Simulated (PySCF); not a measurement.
**Assigning NMR signals**

Numbering as in the mapped SMILES `[F:1][CH:2]([F:3])[C@@:4]1([N:5]2[CH2:6][CH2:7]2)[CH2:8][CH2:9][SiH2:10]1` (H(Xn): hydrogen on atom n). Ha(C8), Ha(C9), Ha(Si10) are pro-R; Hb(C8), Hb(C9), Hb(Si10) are pro-S.

- PBE0/pcSseg-1 with gauge-including orbitals
- coordinates at the GFN2-xTB level
- code: PySCF 2.14.0 with density-fitted response routines
- a single conformation, rapidly exchanging positions averaged, no solvent, relativity neglected

δ = σ(ref) − σ, references computed at the same level: $^{13}$C (σ = 186.93 ppm) and $^{1}$H (σ = 31.72 ppm) against TMS.

(1) Assign these signals to the numbered atoms. $^{13}$C{$^{1}$H} NMR (computed): δ 125.8 (CH), 65.3 (C), 21.2 (CH2), 17.8 (CH2), 4.2 (CH2).

(2) Assign these signals to the numbered atoms. $^{1}$H NMR (300 MHz, computed): δ 5.98 (m, 1H), 5.00 (m, 1H), 4.67 (m, 1H), 1.59 (m, 1H), 1.53 (m, 1H), 1.45 (m, 2H), 1.42 (m, 2H), 1.39 (m, 1H), 1.05 (m, 1H).

Results:

(1) 
| δ (ppm) | atoms | environment | reason |
| --- | --- | --- | --- |
| 125.8 | C2 | sp3 CH bonded to 2 F | 2 electronegative neighbours deshield it |
| 65.3 | C4 | fully substituted sp3 carbon bonded to N and Si | the inductive effect lowers its shielding |
| 21.2 | C6/C7 | aziridine ring carbon | – |
| 17.8 | C8 | sp3 CH2 in a ring | saturated and bonded to C and H only |
| 4.2 | C9 | sp3 CH2 bonded to Si | an electropositive neighbour leaves it electron-rich and shielded |

(2) 
| δ (ppm) | atoms | environment | reason |
| --- | --- | --- | --- |
| 5.98 | H(C2) | hydrogen on an sp3 CH bonded to 2 F | its carbon carries F, which withdraws density |
| 5.00 | Ha(Si10) | hydrogen on a silicon bonded to 2 C, in a 4-membered ring | – |
| 4.67 | Hb(Si10) | hydrogen on a silicon bonded to 2 C, in a 4-membered ring | – |
| 1.59 | Ha(C8) | hydrogen on an sp3 CH2 in a ring | – |
| 1.53 | Hb(C8) | hydrogen on an sp3 CH2 in a ring | – |
| 1.45 | Ha(C6)/Ha(C7) | hydrogen on an aziridine ring carbon | – |
| 1.42 | Hb(C6)/Hb(C7) | hydrogen on an aziridine ring carbon | – |
| 1.39 | Ha(C9) | hydrogen on an sp3 CH2 bonded to Si | – |
| 1.05 | Hb(C9) | hydrogen on an sp3 CH2 bonded to Si | – |

Ha(C8) and Hb(C8); Hb(C8) and Ha(C6)/Ha(C7); Ha(C6)/Ha(C7) and Hb(C6)/Hb(C7); Hb(C6)/Hb(C7) and Ha(C9) lie closer than the usual error of such a calculation, so a measured spectrum could show them in the other order.

Splittings by $^{19}$F in the carbon and heteronuclear signals aren't shown, as no couplings were computed. Shifts are as computed. Against solution values, carbons near 30 ppm lie about +3 ppm off and those near 130 ppm about +5 ppm. Of 1211 compounds with measured shifts, 218 miss one by over three times the rms of a fit or turn the order of signals round; such compounds aren't used in these exercises. Multiplicities follow the n + 1 count of equivalent neighbours, as no J values were calculated; m marks all less simple cases, F and P coupling included.
